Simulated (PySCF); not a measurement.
Converging SiTe in the basis (MP2)

PySCF, RHF reference; singlet, unpaired electrons none; De to Si + Te without counterpoise correction. Frozen cores follow the default of each basis and core potential.

| basis | relativity | functions | Re (Å) | ωe (cm⁻¹) | De (eV) | frozen orbitals |
| --- | --- | --- | --- | --- | --- | --- |
| cc-pV(D+d)Z/cc-pVDZ-PP | scalar-relativistic core potentials | 46 | 2.298 | 489 | 4.34 | 9 |
| x2c-SVPall | spin-free X2C | 54 | 2.290 | 492 | 4.40 | 23 |
| def2-TZVPP | scalar-relativistic core potentials | 92 | 2.271 | 498 | 4.78 | 9 |

Question: How does each smaller set differ from the one with most functions, def2-TZVPP?

Answer: cc-pV(D+d)Z/cc-pVDZ-PP: +2.7 pm, -1.8 % in ωe, -0.44 eV in De; x2c-SVPall: +1.9 pm, -1.2 % in ωe, -0.38 eV in De. All at MP2; the set with most functions is neither the basis-set limit nor always the best. The rows treat relativity differently, so the differences are not basis effects alone.

Correlated steps freeze the inner cores (9 to 23 orbitals); shallow outer-core shells are correlated. Correlated levels converge slowly with the basis: in double zeta they bind strong bonds too weakly, by up to about 1 eV, and carry superposition errors of some tenths. These are scalar-relativistic numbers at best; spin–orbit coupling would shift them, the dissociation energy most. Where the molecule has an RHF reference, its open-shell atoms are computed with UHF.
